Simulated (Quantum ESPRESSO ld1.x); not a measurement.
The numbers below are computed, except where a source is named.
Problem. The mean radii <r> (bohr) of the occupied orbitals of an atom or ion are listed with their occupations. Level of theory: scalar-relativistic Kohn-Sham, relativistic LDA (MacDonald-Vosko exchange, VWN5 correlation), spin-unpolarised, spherical densities, point nucleus (ld1.x of Quantum ESPRESSO 7.5).

orbital  occ.      <r>
1s          2  0.05638
2s          2   0.2563
2p          6   0.2254
3s          2   0.7706
3p          6   0.8066
3d          6   0.9390

Name the element and its charge.

Solution. Z = 27, cobalt, charge +3: Co3+ in [Ar] 3d6. The 1s radius gives Z: for a bare nucleus <r> = (2 gamma + 1)/(2Z) with gamma = sqrt(1 - (Z/c)^2), 0.05483 bohr for Z = 27, and screening makes it slightly larger (0.05638 here). The occupations add up to 24, and the charge is Z minus that.
